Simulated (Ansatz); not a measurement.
Input file for Ansatz (a first-principles code): R-CCSD(T)/def2-SVPD on CH7ISi (a complex), monomers drawn apart or pushed together. Elements past Kr take the def2 small-core potentials; no spin–orbit coupling. The run froze 15 orbitals, filled d shells among them.

Ansatz 0.2 input:
```yaml
crystal:
  periodic: [false, false, false]
  atoms:
    - {symbol: I, position_ang: [-0.54800288, 1.27885211, -0.48810470]}
    - {symbol: H, position_ang: [-0.81436029, -0.01915501, 0.43963663]}
    - {symbol: C, position_ang: [0.09783146, 0.45525284, 5.39963498]}
    - {symbol: Si, position_ang: [0.47570771, -1.30519868, 4.88310406]}
    - {symbol: H, position_ang: [-0.89433642, 0.52481041, 5.84911092]}
    - {symbol: H, position_ang: [0.12951595, 1.12618598, 4.53973533]}
    - {symbol: H, position_ang: [0.82682187, 0.80710960, 6.13195689]}
    - {symbol: H, position_ang: [0.42794502, -2.22608275, 6.04429186]}
    - {symbol: H, position_ang: [1.81452122, -1.40039079, 4.25408151]}
    - {symbol: H, position_ang: [-0.52410125, -1.77883157, 3.88846164]}
basis:
  gaussian:
    orbitals: def2-SVPD
magnetization: {spin_polarized: false}
correlation: {method: ccsd_t, electrons: outside_noble_gas}
scf: {lower_state_search: off}
```

It printed:

```
Functional definition: HF
[...]
these checks for a lower state are left out or cut short: stability, starts, cluster_reference, orbital_swaps, neighbouring_geometries, increment
integrals: 0.32 GiB planned
1427 factors; integrals over basis functions are off by at most 1.2e-3 eV
mean field: 0.47 GiB planned
mean field evaluation 1: about -17070.8756 eV, gradient 2.2e1 eV
mean field evaluation 2: about -17070.9372 eV, gradient 2.2e1 eV
mean field evaluation 4: about -17072.6548 eV, gradient 2.3e0 eV
mean field evaluation 8: about -17072.6807 eV, gradient 1.1e-1 eV
mean field -17072.68082253 eV, -627.4094479494 hartree, gradient 2.3e-6 eV, S^2 0.000000; 0 other end points of the search recorded, 0 dependent functions left out
15 core orbitals not correlated
reference -17072.68082253 eV, -627.4094479494 hartree; 11, 11 occupied and 109, 109 virtual orbitals, 1427 factors
second order -10.45730350 eV of doubles, -0.00000000 eV of singles
coupled cluster: 0.75 GiB planned
cycle   1  -11.62040813 eV  change    -1.2e0 eV  update   7.8e-2
cycle   2  -12.01862211 eV  change   -4.0e-1 eV  update   2.5e-2
cycle   3  -12.04548283 eV  change   -2.7e-2 eV  update   6.3e-3
cycle   4  -12.04387516 eV  change    1.6e-3 eV  update   2.0e-3
cycle   5  -12.04327571 eV  change    6.0e-4 eV  update   5.6e-4
cycle   6  -12.04321906 eV  change    5.7e-5 eV  update   1.7e-4
cycle   7  -12.04324659 eV  change   -2.8e-5 eV  update   4.8e-5
cycle   8  -12.04325344 eV  change   -6.9e-6 eV  update   1.4e-5
perturbative correction -0.30825720 eV, -0.0113282430 hartree
Total energy: -17085.03233317 eV, -627.8633575932 hartree
Checks for a lower state left out: stability, starts, cluster_reference, orbital_swaps, neighbouring_geometries, increment
```

Self-consistency was reached.

Cost: around 14 core-seconds (rough).
